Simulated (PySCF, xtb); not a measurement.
GaFBr2, SMILES [Br][Ga]([F])[Br].

GFN2-xTB (xtb 6.7.1) at its own geometry gives an orbital gap of 3.55 eV and a dipole moment of 0.48 D.

The structure is a stationary point at ωB97X-D3(BJ)/def2-SVP. The structure was generated by enumeration; whether it is a known compound was not checked.

Task: What does PySCF with M06-2X/def2-TZVP give? (An estimate is asked for; the answer gives what the named calculation found.)

Result: gap 9.00 eV (levels -10.25 and -1.25 eV), dipole 1.18 D.
